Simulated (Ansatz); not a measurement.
Consider the formal hydrolysis of the Sn–Cl bond: `[F][Sn]([F])([F])[Cl]` + H₂O → `[OH][Sn]([F])([F])[F]` + HCl.

Computed with Ansatz on PBE0-D4/def2-TZVP structures; ΔE is electronic, products minus reactants. CCSD(T)/CBS is the MP2 limit (def2-TZVPP, def2-QZVPP) plus CCSD(T) − MP2 in def2-TZVPP, frozen cores. This one scheme is used for every species. Functionals use def2-TZVPP. HSE06 is defined as in plane-wave codes. def2 core potentials past Kr. For Sn outer-core shells are correlated without core-valence functions, which leaves a few kJ/mol of doubt a bond. Each species was taken in one conformer, which may not be the lowest.

`[F][Sn]([F])([F])[Cl]`:

Z-matrix (Å, degrees):
```
Sn
F 1 1.882
F 1 1.882 2 107.2
Cl 1 2.261 2 111.6 3 122.6
F 1 1.882 2 107.2 3 -114.8
```

H₂O:

Cartesian coordinates in Å:
```
O -0.361 -0.147 0.004
H -0.065 0.686 0.377
H 0.425 -0.540 -0.381
```

`[OH][Sn]([F])([F])[F]`:

Z-matrix (Å, degrees):
```
Sn
F 1 1.890
F 1 1.881 2 108.9
O 1 1.918 2 110.6 3 -122.1
F 1 1.884 2 107.7 3 114.7
H 4 0.963 1 112.6 2 -12.7
```

HCl:

```xyz
2

Cl    0.557    0.194    0.246
H    -0.557   -0.194   -0.246
```

(1) Is it downhill or uphill in electronic energy at CCSD(T)/CBS, and by how much? (An estimate is asked.)

(2) What do these levels give: PBE-D4, BLYP-D4, HSE06-D4, BHLYP-D4, PBE-QIDH, BLYP, r2SCAN, r2SCANh, HSE06, SCS-MP2/def2-TZVPP, HF/def2-QZVPP, MP2/CBS(def2)? (Estimate.)

Largest T1 diagnostic among the species: 0.015.

Results:

(1) The calculation gave: Uphill: ΔE = +0.61 eV.

(2) Computed: PBE-D4 0.60, BLYP-D4 0.57, HSE06-D4 0.65, BHLYP-D4 0.66, PBE-QIDH 0.62, BLYP 0.55, r2SCAN 0.60, r2SCANh 0.62, HSE06 0.64, SCS-MP2/def2-TZVPP 0.55, HF/def2-QZVPP 0.66, MP2/CBS(def2) 0.63 eV.

From BLYP to BHLYP (50 % exact exchange), in def2-TZVPP and without D4, ΔE moves by +0.08 eV. Leaving LDA and LC-ωPBE aside and taking each functional with its dispersion term where it has one, the values, not all of them listed here, spread over 0.08 eV, from B2PLYP to BHLYP-D4.
